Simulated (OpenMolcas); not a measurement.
Ir4+ in octahedral coordination: ligands and hosts compared

```yaml
Program: OpenMolcas 26.06
Method: SS-CASPT2, IPEA 0.25 Eh, imaginary shift 0.1 Eh
Active_space: 5 electrons in 5 orbitals (5d)
Spin-orbit_coupling: RASSI with atomic mean-field integrals over the reference wave functions
```

Distances were set from a Shannon-type radius of the metal (high-spin where two are listed) plus a fixed donor radius (F 1.31, H2O 1.36 Å), in hosts weighted 0.65 to 0.35 with the host's distance in the model lattice. Anionic complexes are neutralised by point charges, and hosts are embedded clusters. Ligand basis ANO-RCC-VDZP. States (labels of the rotation group of each site). Energies in cm-1 above the lowest state or level, χT in cm3 K/mol; under a threefold ground state the first gap can be a small split of the lowest multiplet, not the spin-orbit step; 10Dq and B are least-squares fits to the states below 45000 cm-1, weighted by degeneracy, with a free offset, and given where the rms deviation is under 5 % of |10Dq| (or 100 cm-1) and under 700 cm-1.

```json
{"Ligand or host": "F", "R (Å)": "1.94", "Metal basis": "ANO-RCC-VDZP", "Outer charge (e at Å behind ligand)": "0.33 at 3.2", "Ground state": "2T2", "First state of that spin": "2A2 27910", "10Dq": "31381", "B (rms of fit)": "548 (360)", "First gap with spin-orbit (degeneracies)": "7890 (2, 4)", "χT at 300 K": "0.425", "First state of another spin": "2S+1 = 4: 21240"}
{"Ligand or host": "H2O", "R (Å)": "1.99", "Metal basis": "ANO-RCC-VTZP", "Outer charge (e at Å behind ligand)": "", "Ground state": "2T2", "First state of that spin": "2A2 29200", "10Dq": "32691", "B (rms of fit)": "476 (446)", "First gap with spin-orbit (degeneracies)": "7310 (2, 4)", "χT at 300 K": "0.404", "First state of another spin": "2S+1 = 4: 24460"}
{"Ligand or host": "Cs2GeF6", "R (Å)": "1.889", "Metal basis": "ANO-RCC-VTZP", "Outer charge (e at Å behind ligand)": "", "Ground state": "2T2", "First state of that spin": "2A2 32610", "10Dq": "", "B (rms of fit)": "", "First gap with spin-orbit (degeneracies)": "7430 (2, 4)", "χT at 300 K": "0.411", "First state of another spin": "2S+1 = 4: 26870"}
```

The rows also differ in their metal basis and outer charges, so part of each step comes from that.

The first state of the same spin rises in the order F < H2O < Cs2GeF6, by a factor of 1.17 from first to last.

Against the free ion in the same method and basis, β = B / B(free) is 548 / 794 = 0.69 for F, 476 / 705 = 0.68 for H2O.

Roots that are degenerate in the reference are averaged as groups; the widest CASPT2 spread within a group is 660 cm-1 (the 3-fold group of multiplicity 2 near 63800 cm-1 above the lowest state of its run, F). Shifts and gaps below about the spread of the groups concerned are not significant. Over all roots computed the reference weight is 0.68 to 0.70 in F, 0.66 to 0.69 in H2O, 0.68 to 0.71 in Cs2GeF6; a low but even weight reflects the number of correlated electrons. An orbital triplet at a regular site is open to Jahn-Teller coupling, which can distort the site and quench the lowest spin-orbit gaps and is left out. Ligand-to-metal charge-transfer states are missing. With no ligand orbital active B as a rule stays too high, so bands that hang on it stand too high and its fall with covalency is understated. With one d shell and no ligand orbital active, 10Dq can be off by a tenth or more. The least metal-like active orbital is 72 % on the metal (Löwdin) and no ligand orbital is active, so the numbers are rough (holds for F; H2O). The least metal-like active orbital is 71 % on the metal (Löwdin) and no ligand orbital is active, so the numbers are rough (holds for Cs2GeF6). No measured value stands beside these numbers; the geometry was imposed, not optimised, and the real ion may take another.

A state without a sure symmetry label is named by its multiplicity alone.
